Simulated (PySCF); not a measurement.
# How methods differ on the ionisation energy of Ge

Ge [Ar] 3d10 4s2 4p2 (3P) → Ge⁺ [Ar] 3d10 4s2 4p1 (2P), as a difference of total energies. All numbers are calculated (PySCF 2.14, a scalar-relativistic core potential, in aug-cc-pwCVDZ-PP with ECP10MDF). Correlated levels: valence: 3s2 3p6 3d10 frozen. The calculations carry no spin-orbit coupling.

```csv
method,ionisation energy (eV)
UHF,7.409
MP2 (valence),7.689
SCS-MP2 (valence),7.616
CCSD (valence),7.717
CCSD(T) (valence),7.732
CCSDT (valence),7.735
```

Question: How much does correlation contribute at CCSD(T) (valence)?

Answer: 7.732 − (7.409) = 0.323 eV, measured against UHF.

Errors of the correlated levels include the incompleteness of this basis and the frozen core.

For comparison: 7.925 eV (measured; NIST levels, between the centres of gravity of the two terms).
